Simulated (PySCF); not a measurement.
**Stretching ZnS⁺**

Set-up: basis Zn cc-pVDZ-PP with ECP10, S cc-pV(D+d)Z; scalar-relativistic core potentials; PySCF 2.14. Energies in eV from Zn⁺ + S in their ground configurations at the same level. State: ²Π (doublet), unpaired electrons π ↑.

All columns are UHF. A positive dipole points towards S; it is taken about the centre of mass and depends on that origin.

| R (Å) | E (eV) | μ (D) | Mulliken charge on Zn (basis-dependent) | HOMO (eV) | LUMO (eV) | Mayer bond order | ⟨S²⟩ |
| --- | --- | --- | --- | --- | --- | --- | --- |
| 1.839 | 0.529 | -4.73 | 0.99 | -16.24 | -6.98 | 1.48 | 0.76 |
| 1.925 | -0.103 | -4.95 | 1.01 | -16.00 | -7.09 | 1.40 | 0.76 |
| 2.011 | -0.466 | -5.12 | 1.03 | -15.79 | -7.19 | 1.34 | 0.76 |
| 2.075 | -0.608 | -5.22 | 1.03 | -15.66 | -7.26 | 1.30 | 0.76 |
| 2.139 | -0.670 | -5.27 | 1.03 | -15.55 | -7.32 | 1.25 | 0.77 |
| 2.203 | -0.670 | -5.22 | 1.03 | -15.47 | -7.37 | 1.21 | 0.79 |
| 2.289 | -0.616 | -4.78 | 1.00 | -15.49 | -7.35 | 1.08 | 0.90 |
| 2.396 | -0.532 | -3.90 | 0.95 | -15.63 | -7.15 | 0.84 | 1.12 |
| 2.524 | -0.440 | -3.28 | 0.92 | -15.68 | -6.92 | 0.61 | 1.31 |
| 2.695 | -0.333 | -3.06 | 0.91 | -15.55 | -6.97 | 0.41 | 1.46 |

⟨S²⟩ of the unrestricted solution departs from its pure value on part of the curve, where spin states mix. For an ion De counts to the pair picked by the measured ionisation energies or electron affinities, which need not be the lowest pair at this level. Hartree–Fock leaves out correlation, which carries a large part of most bond energies and some tenths to 1 eV of ionisation energies. The state was picked by a PBE0 search and need not be the measured ground state.
